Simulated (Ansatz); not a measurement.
`FCN[SiH2][SiH3]` → `C[SiH](F)[SiH2]N`  (isomerisation)

Calculated with Ansatz (gas phase, PBE0-D4/def2-TZVP geometries, no zero-point term in ΔE). CCSD(T)/CBS adds triple-zeta CCSD(T) − MP2 to the extrapolated MP2 energy (def2 sets, frozen cores). Functionals use def2-TZVPP. B3LYP here is the variant with VWN-RPA as its local correlation; programs differ in this. Each species was taken in one conformer, which may not be the lowest.

`FCN[SiH2][SiH3]`:

```xyz
13

F     0.487   -1.851    1.067
C    -0.820   -1.699    0.573
N    -1.236   -0.359    0.547
Si   -0.612    0.784   -0.612
Si    1.679    1.242   -0.392
H    -1.458   -2.302    1.223
H    -0.810   -2.115   -0.438
H    -1.496    0.000    1.453
H    -1.402    2.032   -0.427
H    -0.876    0.219   -1.964
H     2.072    2.342   -1.318
H     2.489    0.038   -0.715
H     1.983    1.670    1.001
```

`C[SiH](F)[SiH2]N`:

Z-matrix (Å, degrees):
```
C
Si 1 1.864
H 1 1.093 2 110.8
H 1 1.092 2 111.6 3 -120.7
H 1 1.094 2 109.9 3 119.0
F 2 1.612 1 108.5 3 58.0
Si 2 2.349 1 111.9 3 178.5
H 2 1.489 1 109.4 3 -57.9
N 7 1.729 2 106.7 1 45.1
H 7 1.488 2 111.6 1 161.5
H 7 1.498 2 109.5 1 -80.6
H 9 1.008 7 119.5 2 -58.1
H 9 1.008 7 119.1 2 161.5
```

(1) Is it downhill or uphill in electronic energy at CCSD(T)/CBS, and by how much? (Best estimate.)

(2) What do these levels give: r2SCAN-D4, PBE0-D4, B3LYP-D4, ωB97X-V, PBE, r2SCAN, HF/def2-TZVPP, MP2/def2-TZVPP, SCS-MP2/def2-TZVPP, CCSD/def2-TZVPP, CCSD(T)/def2-TZVPP, MP2/CBS(def2)? (Estimate.)

Largest T1 diagnostic among the species: 0.012.

## Answers

(1) Computed: Downhill: ΔE = -2.63 eV.

(2) The calculation gave: r2SCAN-D4 -2.54, PBE0-D4 -2.47, B3LYP-D4 -2.50, ωB97X-V -2.47, PBE -2.39, r2SCAN -2.54, HF/def2-TZVPP -2.54, MP2/def2-TZVPP -2.68, SCS-MP2/def2-TZVPP -2.60, CCSD/def2-TZVPP -2.56, CCSD(T)/def2-TZVPP -2.54, MP2/CBS(def2) -2.77 eV.

From PBE to PBE0 (25 % exact exchange), in def2-TZVPP and without D4, ΔE moves by −0.08 eV.
